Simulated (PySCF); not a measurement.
# Potential energy of Se₂ along the bond

Set-up: basis Se def2-TZVPP; no relativity; PySCF 2.14. Energies in eV from Se + Se in their ground configurations at the same level. All curves are PBE0. state 1: ³Σg⁻ (triplet), unpaired electrons π ↑↑; state 2: Ms = 0 determinant of mixed spin (⟨S²⟩ near 1.0), unpaired electrons π ↑↓, a mixture of terms (⟨Lz²⟩ = 2.0), a second solution, started from another occupation; state 3: ⁵Πg (quintet), unpaired electrons σ ↑, π ↑↑↑, a second solution, started from another occupation.

```tsv
R (Å)	state 1	state 2	state 3
1.865	-2.017	-1.786	6.3137
1.951	-2.976	-2.747	4.3833
2.038	-3.494	-3.268	2.9330
2.103	-3.674	-3.450	2.0889
2.168	-3.722	-3.499	1.4138
2.233	-3.669	-3.449	0.8765
2.320	-3.486	-3.268	0.3331
2.428	-3.137	-2.922	-0.1283
2.558	-2.622	-2.410	-0.4496
2.732	-1.876	-1.669	-0.6170
```

Task: Put a parabola through the three lowest points of the state 1 curve and estimate Re, k and ωe (reduced mass 39.96 u; 1 eV/Å² = 0.16022 mdyn/Å; ωe = 1302.8·√(k/μ) cm⁻¹).

Result: Through R = 2.103, 2.168, 2.233 Å the second-order coefficient is 12.0 eV/Å², so Re ≈ 2.166 Å, k ≈ 3.83 mdyn/Å and ωe ≈ 403 cm⁻¹. A polynomial fit of higher order to the unrounded PBE0 energies gives Re = 2.163 Å, k = 3.85 mdyn/Å, ωe = 404 cm⁻¹; anharmonicity and rounding make the difference.

The higher-order fit for each curve: state 1: Re = 2.163 Å, ωe = 404 cm⁻¹, De = 3.72 eV; state 2: Re = 2.164 Å, ωe = 403 cm⁻¹, minimum 3.50 eV below the ground-state fragments; state 3: Re = 2.798 Å, ωe = 178 cm⁻¹, minimum 0.63 eV below the ground-state fragments.

Spin–orbit coupling is left out. The state was picked by a PBE0 search and need not be the measured ground state.
